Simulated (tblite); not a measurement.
Start geometry of `CN(C)c1ccco1` from a force field or distance geometry (Å):
```
atom  x, y, z in Å
C1    -1.6164   -1.2410   -0.0468
N2    -1.0040    0.0483    0.2040
C3    -1.7669    1.2680    0.3648
C4     0.4247    0.0989    0.3176
C5     1.3242   -0.9704    0.2229
C6     2.5564   -0.3755    0.4025
C7     2.3650    0.9985    0.6154
O8     1.0795    1.2158    0.5647
H9    -0.9728   -2.0805    0.3146
H10   -2.6090   -1.2829    0.5068
H11   -1.7782   -1.3253   -1.1428
H12   -1.1335    2.0900    0.7892
H13   -1.9893    1.6402   -0.6669
H14   -2.6732    1.1383    0.9694
H15    1.0913   -2.0033    0.0265
H16    3.5175   -0.9003    0.3999
H17    3.1778    1.6931    0.7978
```

Problem. What comes out of this run: GFN2-xTB geometry optimisation, gas phase (tblite)?

Solution. 
```
atom  x, y, z in Å
C1    -1.6360   -1.1791    0.0050
N2    -0.9781   -0.0147    0.5505
C3    -1.6845    1.2317    0.3514
C4     0.3969    0.0190    0.4411
C5     1.3117   -0.9759    0.2182
C6     2.5858   -0.3586    0.3159
C7     2.3604    0.9495    0.5849
O8     1.0246    1.1925    0.6609
H9    -1.1792   -2.0770    0.4155
H10   -2.6834   -1.1546    0.3027
H11   -1.5811   -1.2223   -1.0908
H12   -1.1537    2.0286    0.8658
H13   -1.7760    1.4940   -0.7107
H14   -2.6832    1.1383    0.7774
H15    1.1198   -2.0082    0.0148
H16    3.5371   -0.8360    0.1966
H17    3.0120    1.7847    0.7404
```

The energy falls by 14.7 kcal/mol over 73 L-BFGS steps, the largest force on an atom goes from 4.01 to 0.008 eV/Å, and the atoms move by 0.181 Å rms after alignment. Among the bonds, N2–C4 and C7–O8 change most and about equally (-0.054 to +0.055 Å). Bonds longer at the end by more than 0.005 Å: 3 of 17; shorter: 12. Among the angles that change most is O8–C7–H17, from 129.7° to 116.8°. Among the dihedrals that turn most is C4–N2–C3–H12, from -13° to -43°. Rotational constants go from 4464, 1629, 1213 to 4631, 1660, 1250 MHz. The orientation of the end geometry is arbitrary; only internal coordinates are fixed.

Its GFN2-xTB frequencies are all real (lowest 53 cm⁻¹).

The numbers are calculated, not measured.
